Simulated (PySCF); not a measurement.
C₄H₁₀O, SMILES CC(C)(C)O.

Geometry: B3LYP-D3(BJ)/def2-SVP. The values are those of a single conformer.

The numbers are results of r2SCAN/def2-TZVP (PySCF), not measurements.

The molecule is in vacuum.

```yaml
total_energy: -233.62544 hartree
point_group: Cs
highest_occupied_level: -6.44 eV
lowest_empty_level: 0.69 eV
orbital_gap: 7.13 eV
dipole_moment: 1.51 D
quadrupole, principal values (traceless, Buckingham form, about the centre of nuclear charge): -4.31, -0.55, 4.86 D·Å
mean_static_polarisability: 56.2 bohr³ (8.32 Å³)
polarisability_principal_values: 53.8, 56.6, 58.1 bohr³
```
